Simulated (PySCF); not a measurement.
Isomers of C6H9N3S, from PySCF, PBE0-D3(BJ)/def2-SVP geometry optimisation, gas phase. One conformer each, no zero-point energy, no frequencies.

Problem. Which isomer lies lower at this level?
A. `[CH2:1]=[CH:2][n:3]1[n:4][c:5]([CH3:6])[c:7]([S:8][CH3:9])[n:10]1` with C1–C2–N3–N4 179°, C5–C7–S8–C9 180°: A = 1659, B = 908.3, C = 591.3 MHz, dipole 0.80 D
B. `[CH3:1][CH2:2][c:3]1[cH:4][c:5]([S:6][CH3:7])[n:8][n:9][n:10]1` with C1–C2–C3–C4 -116°, C4–C5–S6–C7 180°: A = 2975, B = 628.3, C = 541.5 MHz, dipole 3.52 D

Solution. A. That is `C=Cn1nc(C)c(SC)n1`, 11.6 kcal/mol below the other.

```csv
SMILES,mapped SMILES,E (Eh),relative (kcal/mol),relative (kJ/mol),dipole (D)
C=Cn1nc(C)c(SC)n1,[CH2:1]=[CH:2][n:3]1[n:4][c:5]([CH3:6])[c:7]([S:8][CH3:9])[n:10]1,-795.46156,0.0,0.0,0.80
CCc1cc(SC)nnn1,[CH3:1][CH2:2][c:3]1[cH:4][c:5]([S:6][CH3:7])[n:8][n:9][n:10]1,-795.44307,11.6,48.6,3.52
```

As drawn, the lower has a C=C bond outside aromatic rings, which the higher lacks.
